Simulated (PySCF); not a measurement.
**Two-component Hartree-Fock for Xe⁺ (xenon, charge +1)**

Start: [Kr] 4d10 5s2 5p5; 5p1/2 filled at m_j = +1/2; 5p3/2 filled at m_j = -3/2, -1/2, +1/2, +3/2. Calculated with PySCF 2.14 in x2c-SVPall-2c with one added diffuse shell each of s, p type (7s9p4d, 54 functions): generalised Hartree-Fock with the X2C-1e Hamiltonian and a Gaussian nucleus; one run each with spin-orbit coupling (SO) screened by Boettger's factors, then bare. This is a chosen level, not necessarily the ground level.

```tsv
spinor shell	electrons	ε, screened SO (eV)	ε, bare SO (eV)	weight of nominal j (bare SO)	rms radius, bare SO (bohr)
1s1/2	2	-34728.7	-34728.4	1.000	0.0305
2s1/2	2	-5514.2	-5514.1	1.000	0.124
2p1/2	2	-5170.6	-5180.1	1.000	0.107
2p3/2	4	-4842.7	-4838.9	1.000	0.112
3s1/2	2	-1179.8	-1179.8	1.000	0.326
3p1/2	2	-1035.2	-1037.0	1.000	0.318
3p3/2	4	-971.16	-970.41	1.000	0.330
3d3/2	4	-718.55	-720.35	1.000	0.302
3d5/2	6	-705.43	-704.24	1.000	0.306
4s1/2	2	-239.82	-239.82	1.000	0.762
4p1/2	2	-185.97	-186.35	1.000	0.798
4p3/2	4	-173.42	-173.27	1.000	0.823
4d3/2	4	-84.157	-84.435	1.000	0.944
4d5/2	6	-82.267	-82.091	1.000	0.950
5s1/2	2	-36.556	-36.559	0.999	1.97
5p1/2	1	-23.409	-23.459	1.000	2.27
5p3/2	4	-21.018	-21.004	1.000	2.39
```

```json
{"quantity": "E (hartree)", "screened SO": "-7443.47422", "bare SO": "-7443.67280"}
{"quantity": "M_J", "screened SO": "1/2", "bare SO": "1/2"}
{"quantity": "⟨J²⟩", "screened SO": "0.760", "bare SO": "0.760"}
{"quantity": "⟨L²⟩", "screened SO": "2.042", "bare SO": "2.044"}
{"quantity": "⟨S²⟩", "screened SO": "0.781", "bare SO": "0.784"}
```

Each row is a mean over spinors that exchange with the open shell spreads, by up to 1.163 eV (5s1/2).

Breit and QED terms are absent; they matter most for the inner s and p1/2 levels.

Densities and radii are taken from the X2C orbitals without a picture-change correction, which distorts them close to the nucleus.
